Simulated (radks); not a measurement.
Al VI, 8 electrons, occupied as [He] 2p6 2s(up 0, down 0) (not the ground configuration).

Method: non-relativistic Kohn-Sham, TPSS, spin-polarised, spherical densities, point nucleus; meta-GGA in the generalised Kohn-Sham scheme; computed with a radial shooting solver on a logarithmic mesh with Libxc functionals.

Energy parts (eV):
part                      energy
total                  -6189.719
kinetic                 6182.648
electron-nucleus      -13965.338
Hartree                 2011.132
exchange-correlation    -418.161

Orbitals (lengths in bohr, moments of r in powers of bohr; r(90%) holds 90 % of the orbital's charge):
| orbital | occ. | eigenvalue (eV) | r(90%) | <1/r> |
|---|---|---|---|---|
| 1s | 2 | -1635.773 | 0.215 | 12.60 |
| 2s | 0 | -210.3562 | 0.919 | 2.474 |
| 2p | 6 | -173.3159 | 0.902 | 2.380 |

The highest occupied level is 2p at -173.32 eV. The configuration is held as typed, so some empty levels lie below it. Summed over all electrons, <r^2> = 2.251 bohr^2, which gives a Langevin (diamagnetic) susceptibility term of -1.78 x 10^-6 cm^3/mol. The electron density at the nucleus is 1314 e/bohr^3. The density falls to 0.001 e/bohr^3 at r = 1.75 bohr.
